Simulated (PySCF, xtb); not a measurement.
In(Et)3 (C6H15In), SMILES [In]([CH2]C)([CH2]C)[CH2]C.

GFN2-xTB run with xtb 6.7.1 at its own geometry gives an orbital gap of 3.11 eV and a dipole moment of 0.31 D.

Coordinates come from a PBE0-D3(BJ)/def2-SVP optimisation. The isomer is the one that the SMILES or the coordinates give; other isomers of the formula were not compared. The def2 effective core potentials stand for the cores of In; spin–orbit coupling is left out. The values are those of a single conformer.

Q: What does B3LYP/def2-SVP run with PySCF give? (An estimate is asked for; the answer gives what the named calculation found.)

A: gap 5.04 eV (levels -6.14 and -1.10 eV), dipole 0.16 D.
